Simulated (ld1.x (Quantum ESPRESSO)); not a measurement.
**Reading a pseudo-wave (gallium (Ga))**

Columns: radius, all-electron u(r) and pseudo u(r) of the 4p shell (level -2.57 eV) of gallium in the configuration [Ar] 3d10 4s2 4p1; PBEsol, scalar-relativistic, PAW scheme, ld1.x (Quantum ESPRESSO) 7.5.

```json
{"r (bohr)": "0.140", "all-electron": "0.1148", "pseudo": "0.0064"}
{"r (bohr)": "0.280", "all-electron": "-0.0660", "pseudo": "0.0251"}
{"r (bohr)": "0.420", "all-electron": "-0.1942", "pseudo": "0.0551"}
{"r (bohr)": "0.560", "all-electron": "-0.1973", "pseudo": "0.0949"}
{"r (bohr)": "0.700", "all-electron": "-0.1247", "pseudo": "0.1422"}
{"r (bohr)": "0.840", "all-electron": "-0.0223", "pseudo": "0.1946"}
{"r (bohr)": "0.980", "all-electron": "0.0844", "pseudo": "0.2495"}
{"r (bohr)": "1.120", "all-electron": "0.1834", "pseudo": "0.3044"}
{"r (bohr)": "1.260", "all-electron": "0.2702", "pseudo": "0.3570"}
{"r (bohr)": "1.400", "all-electron": "0.3436", "pseudo": "0.4053"}
{"r (bohr)": "1.540", "all-electron": "0.4040", "pseudo": "0.4479"}
{"r (bohr)": "1.680", "all-electron": "0.4525", "pseudo": "0.4838"}
{"r (bohr)": "1.820", "all-electron": "0.4905", "pseudo": "0.5127"}
{"r (bohr)": "1.960", "all-electron": "0.5192", "pseudo": "0.5345"}
{"r (bohr)": "2.100", "all-electron": "0.5399", "pseudo": "0.5499"}
{"r (bohr)": "2.240", "all-electron": "0.5535", "pseudo": "0.5595"}
{"r (bohr)": "2.380", "all-electron": "0.5613", "pseudo": "0.5643"}
{"r (bohr)": "2.520", "all-electron": "0.5640", "pseudo": "0.5651"}
{"r (bohr)": "2.660", "all-electron": "0.5625", "pseudo": "0.5627"}
{"r (bohr)": "2.800", "all-electron": "0.5574", "pseudo": "0.5574"}
{"r (bohr)": "2.940", "all-electron": "0.5494", "pseudo": "0.5494"}
{"r (bohr)": "3.080", "all-electron": "0.5389", "pseudo": "0.5389"}
{"r (bohr)": "3.220", "all-electron": "0.5266", "pseudo": "0.5266"}
{"r (bohr)": "3.360", "all-electron": "0.5127", "pseudo": "0.5127"}
{"r (bohr)": "3.500", "all-electron": "0.4977", "pseudo": "0.4977"}
{"r (bohr)": "3.640", "all-electron": "0.4817", "pseudo": "0.4817"}
```

How many radial nodes do the two functions have?

The all-electron 4p function has n − l − 1 = 2; the pseudo-wave has 0, since the states of the same l below it are removed with the core.

At about which radius was the pseudo-wave matched?

2.80 bohr, where the columns begin to agree (steps of 0.14 bohr).

Where does each function peak?

Outermost all-electron maximum near 2.52 bohr, pseudo maximum near 2.52 bohr (to the table’s step).

Is the pseudo-wave norm-conserving?

No, it belongs to a PAW set: the norm inside the radius is not constrained, and the difference is carried by the augmentation charge.
